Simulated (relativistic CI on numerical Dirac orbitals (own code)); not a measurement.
# Judd-Ofelt analysis for Dy3+

These numbers are calculated, not measured: Dirac-Coulomb-Breit CI, orbitals from a KLI potential per configuration, a model potential for QED, valence Slater integrals scaled by 0.7 (own radial code, finite nucleus).

Configuration 4f9 alone, in intermediate coupling. Take Ω₂ = 4.91, Ω₄ = 4.57, Ω₆ = 0.31 (10⁻²⁰ cm²) and refractive index n = 1.62 as given. A_ED = 64π⁴e²ν³ n(n² + 2)²/[27h(2J + 1)] Σ Ω_λ |U^λ|², in Gaussian units with ν in cm⁻¹, and A_MD is n³ times the free-ion magnetic-dipole rate; a dash marks a rate that is forbidden or under 2 % of the level's free-ion decay.

Emitting level 6H°_11/2 at 5782 cm⁻¹ (radiative decay alone: multiphonon quenching in a host is left out, and the level can lie too high or too low):

| To | ν (cm⁻¹) | U² squared | U⁴ squared | U⁶ squared | Free-ion A(M1) (s⁻¹) |
| --- | --- | --- | --- | --- | --- |
| 6H°_15/2 | 5782 | 0.1321 | 0.0234 | 0.6771 | - |
| 6H°_13/2 | 2192 | 0.2215 | 0.5239 | 0.0116 | 0.853 |

Task: Give the rates, branching ratios and the radiative lifetime.

Result: The rates are:

```
      To  λ (nm)  A_ED (s⁻¹)  A_MD (s⁻¹)  β (%)
6H°_15/2    1730        43.3           0   78.1
6H°_13/2    4562        8.52        3.63   21.9
```

τ_rad = 1.80e-02 s. Computed level positions enter as ν³, so measured ones would change the rates. For the strongest line (1730 nm) and an assumed effective width Δλ = 90 nm (300 cm⁻¹), the Füchtbauer-Ladenburg formula σ = λ⁴A/(8πcn²Δλ) gives a peak emission cross-section of 0.22 × 10⁻²⁰ cm².
